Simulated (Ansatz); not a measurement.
CH5BrOSi (`O[SiH2]CBr`), relaxed with RKS PBE-D4/def2-SVP in Ansatz from a rough embedded geometry. The force threshold is 0.03 eV/Å; the program also tests the step.

Total charge 0; spin multiplicity 1.

Start:

```xyz
9

O    -0.901    0.621    1.552
Si   -0.691   -0.085    0.129
C     0.971    0.253   -0.601
Br    1.148   -0.865   -2.256
H    -0.692    0.142    2.388
H    -1.788    0.357   -0.765
H    -0.885   -1.561    0.398
H     1.101    1.233   -0.863
H     1.736   -0.097    0.019
```

```tsv
step	energy (eV)	largest force (eV/Å)	largest move (Å)
1	-81058.4952	3.335	0.000
2	-81058.8522	1.140	0.093
3	-81058.8907	0.428	0.066
4	-81058.9093	0.327	0.078
5	-81058.9202	0.070	0.083
6	-81058.9205	0.039	0.038
7 (rejected)	-81058.9202	0.069	0.033
8	-81058.9211	0.011	0.016
```

End:

```xyz
9

O    -1.007    0.675    1.582
Si   -0.749   -0.168    0.147
C     0.969    0.193   -0.583
Br    1.080   -0.765   -2.298
H    -0.598    0.293    2.377
H    -1.777    0.332   -0.817
H    -0.853   -1.657    0.347
H     1.126    1.268   -0.798
H     1.808   -0.170    0.042
```

Hardware: 4 threads of an Intel Xeon 6975P-C on a shared host. Wall time 8 s, peak host memory 0.18 GiB.
